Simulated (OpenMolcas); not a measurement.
# Se⁴⁺: effect of the active space

* Program: OpenMolcas 26.06
* Method: MS-CASPT2 or its RAS form, IPEA 0.25 Eh, imaginary shift 0.1 Eh
* Basis: ANO-RCC-VQZP
* Scalar Hamiltonian: DKH2, point nucleus
* Spin-orbit coupling: RASSI with atomic mean-field integrals over the reference wave functions, term energies averaged over their components

A. 2 electrons in 4 orbitals (4s 4p); 2S+1 = 3 even, 3 roots; 2S+1 = 1 even, 7 roots; 2S+1 = 3 odd, 3 roots; 2S+1 = 1 odd, 3 roots; closed shells correlated: 3d; CASPT2 step roughly 2.4 core-seconds
B. 2 electrons in 8 orbitals (4s 4p 5s 5p); 2S+1 = 3 even, 3 roots; 2S+1 = 1 even, 7 roots; 2S+1 = 3 odd, 3 roots; 2S+1 = 1 odd, 3 roots; closed shells correlated: 3d; CASPT2 step about 5 core-seconds
C. 2 electrons in 9 orbitals (RAS2 4s 4p; RAS3 4d, at most 2 electrons); 2S+1 = 3 even, 3 roots; 2S+1 = 1 even, 7 roots; 2S+1 = 3 odd, 3 roots; 2S+1 = 1 odd, 3 roots; closed shells correlated: 3d; CASPT2 step roughly 6 core-seconds

Energies in cm-1 above 4s2 1S0, the measured ground level; measured values from the list in Rauch et al., Astron. Astrophys. 606, A105 (2017).

```json
{"Level": "4s2 1S0", "A": "0.0", "B": "0.0", "C": "0.0", "Measured": "0.0"}
{"Level": "4s 4p 3P* 0", "A": "87580", "B": "87620", "C": "87520", "Measured": "89749"}
{"Level": "4s 4p 3P* 1", "A": "89010", "B": "89050", "C": "88940", "Measured": "91350"}
{"Level": "4s 4p 3P* 2", "A": "92140", "B": "92180", "C": "92060", "Measured": "94960"}
{"Level": "4s 4p 1P* 1", "A": "133130", "B": "132950", "C": "132230", "Measured": "131733"}
{"Level": "4p2 3P0", "A": "210420", "B": "210410", "C": "210270", "Measured": "211794"}
{"Level": "4p2 3P1", "A": "212350", "B": "212320", "C": "212180", "Measured": "214091"}
```

Deviations, from unrounded energies. A percentage is the sum of absolute deviations over the sum of measured energies, with the sign that they share, or ± where signs differ.

```tsv
Against measurement	Levels	A	B	C
mean absolute deviation (cm-1)	6	2000	1900	1900
other configurations (%)	6	±1.4	±1.4	±1.4
```

A, B, C lie about equally close to measurement. The largest miss of C in the table is 4s 4p 3P* 2, by -2900 cm-1. The ranking rests on the paired levels alone, and a cruder setting can come out closer through cancelling errors.

Among A to C the level of the table that moves most is 4s 4p 1P* 1, by 900 cm-1 (lowest in C, highest in A). Moves below CASPT2's spread within the term are not significant.

Over all roots computed the reference weight is 0.93 to 0.99 in A, 0.92 to 0.99 in B; the roots of lowest weight are the least certain, and an intruder state may touch them. The ¹D term of p² mixes with s d, which this space lacks (holds for A; B). Active for correlation alone: 5p 5s; no level in the range computed is led by a configuration that fills them, so any true level of that kind is missing (holds for B). Active for correlation alone: 4d; no level in the range computed is led by a configuration that fills it, so any true level of that kind is missing (holds for C). Some terms mix strongly with configurations of 4d, whose occupation reaches 0.21 (4p2 1D) (holds for C). Computed and measured levels are paired by configuration, term and J; levels that our copy of the source lacks, or whose pairing is in doubt (as where it misses far off the trend of its configuration), stay unpaired and out of the deviations. Only configurations of the active space appear. Levels that lie high or do not pair safely by name in every column are left out.

* marks odd parity.
